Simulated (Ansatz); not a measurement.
`OB(O)[O][Zn][F]` + `CF` → `F[CH2][Zn][F]` + `OB(O)O`  (formal exchange of groups at a Zn–O bond)

Computed with Ansatz on PBE0-D4/def2-TZVP structures; ΔE is electronic, products minus reactants. CCSD(T)/CBS is the MP2 limit (def2-TZVPP, def2-QZVPP) plus CCSD(T) − MP2 in def2-TZVPP, frozen cores. This one scheme is used for every species. DFT in def2-TZVPP. B3LYP here is the variant with VWN-RPA as its local correlation; programs differ in this. For Zn outer-core shells are correlated without core-valence functions, which leaves a few kJ/mol of doubt a bond. Scalar relativity is left out up to krypton. One conformer a species, not always the lowest.

```tsv
level	ΔE (kJ/mol)	difference from CCSD(T)/CBS
PBE-D4	37.9	-23.7
r2SCAN-D4	50.7	-10.9
PBE0-D4	46.3	-15.3
B3LYP-D4	48.9	-12.7
ωB97X-V	55.2	-6.4
ωB97M-V	49.7	-11.9
B2PLYP	55.3	-6.3
PBE	36.4	-25.2
r2SCAN	50.3	-11.3
PBE0	44.9	-16.7
B3LYP	46.5	-15.1
HF/def2-TZVPP	76.5	14.9
MP2/def2-TZVPP	62.3	0.7
SCS-MP2/def2-TZVPP	66.3	4.7
CCSD/def2-TZVPP	64.5	2.9
CCSD(T)/def2-TZVPP	63.3	1.7
HF/def2-QZVPP	80.5	18.9
MP2/def2-QZVPP	62.7	1.1
SCS-MP2/def2-QZVPP	66.7	5.1
HF/CBS(def2)	81.0	19.4
MP2/CBS(def2)	60.6	-1.0
CCSD/CBS(def2)	62.7	1.1
CCSD(T)/CBS	61.6	0
```

Largest T1 diagnostic among the species: 0.016.

From PBE to PBE0 (25 % exact exchange), in def2-TZVPP and without D4, ΔE moves by +8.5 kJ/mol. In def2-TZVPP, CCSD(T) changes the Hartree–Fock value by −13.2 kJ/mol (the triples alone add −1.2 kJ/mol) and MP2 by −14.2 kJ/mol.
